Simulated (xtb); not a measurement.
H₄Ge, singlet, geometry from GFN2-xTB; GFN0-xTB (xtb 6.7.1).

Input for xtb:
```
$ xtb mol.xyz --gfn 0 --json

# file mol.xyz
5

Ge     0.00000000    -0.00000000     0.00000000
H     -0.59006963    -0.86482524    -1.04966053
H      0.55512279    -0.84636567     1.08323401
H     -1.04872747     0.88859607     0.55539157
H      1.08367430     0.82259483    -0.58896505
```

Question: Predict the main parts of the log of this xtb run.

Answer: 
```
   ID    Z sym.   atoms
    1   32 Ge     1
    2    1 H      2-5

           -------------------------------------------------
          |                Calculation Setup                |
           -------------------------------------------------

           -------------------------------------------------
          |                 G F N 0 - x T B                 |
           -------------------------------------------------

          ...................................................
          :                      SETUP                      :
          :.................................................:
          :  # basis functions                  18          :
          :  # atomic orbitals                  17          :
          :  # shells                           11          :
          :  # electrons                         8          :
          :  electronic temp.          300.0000000     K    :
          :  accuracy                    1.0000000          :
          :  -> integral cutoff          0.2500000E+02      :
          :  -> integral neglect         0.1000000E-07      :
          ...................................................

         :::::::::::::::::::::::::::::::::::::::::::::::::::::
         ::                     SUMMARY                     ::
         :::::::::::::::::::::::::::::::::::::::::::::::::::::
         :: total energy              -4.351125155885 Eh    ::
         :: gradient norm              0.010609907152 Eh/a0 ::
         :: HOMO-LUMO gap              9.633010318917 eV    ::
         ::.................................................::
         :: H0 energy                 -4.317856705527 Eh    ::
         :: repulsion energy           0.042767711368 Eh    ::
         :: electrostat energy        -0.075561448165 Eh    ::
         :: -> Gsolv                   0.000000000000 Eh    ::
         ::    -> Gsasa                0.000000000000 Eh    ::
         ::    -> Gshift               0.000000000000 Eh    ::
         :: dispersion energy         -0.000474713560 Eh    ::
         :: short-range corr.          0.000000000000 Eh    ::
         :: add. restraining           0.000000000000 Eh    ::
         :: total charge              -0.000000000000 e     ::
         :::::::::::::::::::::::::::::::::::::::::::::::::::::

           -------------------------------------------------
          |                Property Printout                |
           -------------------------------------------------

    * Orbital Energies and Occupations

         #    Occupation            Energy/Eh            Energy/eV
      -------------------------------------------------------------
         1        2.0000           -0.6512954             -17.7227
         2        2.0000           -0.5025443             -13.6749
         3        2.0000           -0.5025443             -13.6749
         4        2.0000           -0.5025443             -13.6749 (HOMO)
         5                         -0.1485377              -4.0419 (LUMO)
         6                         -0.1485377              -4.0419
         7                         -0.1485377              -4.0419
         8                         -0.1034611              -2.8153
         9                         -0.1034611              -2.8153
        10                         -0.1034611              -2.8153
        11                         -0.0654251              -1.7803
        12                         -0.0298487              -0.8122
        13                         -0.0298487              -0.8122
        14                          0.3748497              10.2002
        15                          1.2798265              34.8259
       ...                                ...                  ...
        17                          1.2798265              34.8259
      -------------------------------------------------------------
                  HL-Gap            0.3540066 Eh            9.6330 eV
             Fermi-level            0.0000000 Eh            0.0000 eV

     #   Z          covCN         q      C6AA      α(0)
     1  32 Ge       3.765     0.622   174.003    23.522
     2   1 H        0.941    -0.156     7.971     4.414
     3   1 H        0.941    -0.156     7.971     4.414
     4   1 H        0.941    -0.156     7.971     4.414
     5   1 H        0.941    -0.156     7.971     4.414

 Mol. C6AA /au·bohr⁶  :        597.280275
 Mol. C8AA /au·bohr⁸  :      27435.730631
 Mol. α(0) /au        :         41.178094

Wiberg/Mayer (AO) data.
largest (>0.10) Wiberg bond orders for each atom

 ---------------------------------------------------------------------------
     #   Z sym  total        # sym  WBO       # sym  WBO       # sym  WBO
 ---------------------------------------------------------------------------
     1  32 Ge   3.710 --     5 H    0.927     4 H    0.927     3 H    0.927
                             2 H    0.927
     2   1 H    0.967 --     1 Ge   0.927
     3   1 H    0.967 --     1 Ge   0.927
     4   1 H    0.967 --     1 Ge   0.927
     5   1 H    0.967 --     1 Ge   0.927
 ---------------------------------------------------------------------------

Topologies differ in total number of bonds
Writing topology from bond orders to xtbtopo.mol

 dipole moment from electron density (au)
     X       Y       Z
   0.0000   0.0000   0.0000  total (Debye):    0.000

           -------------------------------------------------
          | TOTAL ENERGY               -4.351125155885 Eh   |
          | GRADIENT NORM               0.010609907152 Eh/α |
          | HOMO-LUMO GAP               9.633010318917 eV   |
           -------------------------------------------------

normal termination of xtb
```
